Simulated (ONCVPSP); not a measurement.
# PBE ONCV dataset for bromine (Br), fully relativistic all-electron reference.

- Element: Br (Z = 35)
- Generator: ONCVPSP 4.0.1
- Type: optimised norm-conserving Vanderbilt (ONCV)
- Functional: PBE
- Relativity: fully relativistic
- Frozen core: [Ar] 3d10
- Valence charge: 7
- Reference configuration: 4s2 4p4.75 (charge +0.25)
- Partial waves: 4s: rc 1.50 bohr, ncon 4, nbas 7, qcut 4.4 1/bohr, 2 projectors, debl 3.8 Ha; 4p: rc 1.40 bohr, ncon 4, nbas 7, qcut 4.6 1/bohr, local; d scattering state at 0.03 Ha: rc 1.40 bohr, ncon 5, nbas 8, qcut 6.8 1/bohr, 2 projectors, debl 2.5 Ha
- Local potential: the p channel
- Core correction: Teter function, fcfact 2.25, rcfact 1.7

Open shells are filled in proportion to 2j + 1.

Poles of the logarithmic derivatives, all-electron (AE) and pseudo (PS). s: poles at 2.3 (AE) and 2.3 (PS) Ha. p3/2: poles at 4.4 (AE) and 3.6 (PS) Ha. p1/2: poles at 4.2 (AE) and 3.6 (PS) Ha. d5/2: poles at no energy (AE) and no energy (PS) Ha. d3/2: poles at no energy (AE) and no energy (PS) Ha. Test radii: s 1.52, p3/2 1.42, p1/2 1.42, d5/2 1.42, d3/2 1.42 bohr.

- Cutoffs needed: 26 Ha and 50 Ha (the cutoffs (Ha) at which the residual kinetic energy of the hardest occupied pseudo-wave falls to 1 and 0.1 mHa per electron) The cutoffs count occupied waves only; projector 2 of the d channel, the hardest unoccupied one, needs 148 Ha at the loose tolerance.
- Ghost test: ghosts flagged at negative energy: d5/2 at -86.8 eV, d3/2 at -85.0 eV; no localised positive-energy state flagged; a true bound ghost makes a file unfit for plane-wave use
- Largest excitation error: -36 meV (all-electron minus pseudo) for 4s2 4p3, out of 4 test configurations
- rms error of d²Exc/dni dnj: 8.99 mHa without and 3.15 mHa with the model core
